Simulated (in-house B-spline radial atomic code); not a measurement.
RPA and G0W0 on SCAN: the tin ion Sn⁴⁺

Configuration [Kr] 4d10, mean-field start SCAN. Computed with a B-spline radial code for spherical atoms: all electrons, non-relativistic, point nucleus, each spin shell either full or empty, empty states to l = 9 with an (l + 1/2)⁻⁴ tail; G0W0 by contour deformation at full frequency.

Without relativity these are model numbers: it shifts the levels of so heavy an element strongly and can reorder them.

Command:
```bash
python run_gw.py task.json out
```
Settings (radii: box in bohr, nucleus in fm):
```
Z                        50
electrons                46
configuration            [Kr] 4d10
hamiltonian              nr
method                   scan,scan
lmax                     9
spin_polarised           False
box_radius               11.96
intervals                52
```

Time taken, with all properties: 2.4 s on 1 thread of AMD EPYC 7R43 64-Core Processor, on a shared host.

Energies (hartree):

```json
{"term": "mean-field total", "value": "-6022.50364"}
{"term": "Hartree-Fock functional on these orbitals", "value": "-6019.76395"}
{"term": "direct second order", "value": "-3.9677"}
{"term": "second-order exchange", "value": "1.0933"}
{"term": "SOSEX correction", "value": "1.0248"}
```

What is the RPA correlation energy, and what remains with SOSEX?

RPA gives -3.5234 hartree (-2.08 eV per electron); RPA + SOSEX gives -2.4986, and the second-order doubles -2.8743 hartree (no singles). RPA lacks exchange-type terms and so overcorrelates at short range.

Quasi-particle levels (eV):

```csv
level,occupied,mean field,Σx - vxc,Σc,QP weight,G0W0
4d,yes,-68.96,-9.29,?,?,?
5s,no,-43.43,6.02,-1.95,0.979,-39.35
```

G0W0 = mean field + (Σx - vxc) + Σc, with Σc (partial-wave tail included) taken at the quasi-particle energy. Only the outer levels were computed. Levels of low weight are left out.

Where does G0W0 put 4d?

At -77.95 eV, with Σc = 0.31 eV and a quasi-particle weight of 0.950. The tabulated removal energy is 77.03 ± 0.04 eV (NIST, measured); the calculation leaves out relativity, Breit and QED terms, and what these don't explain is the method's own error.
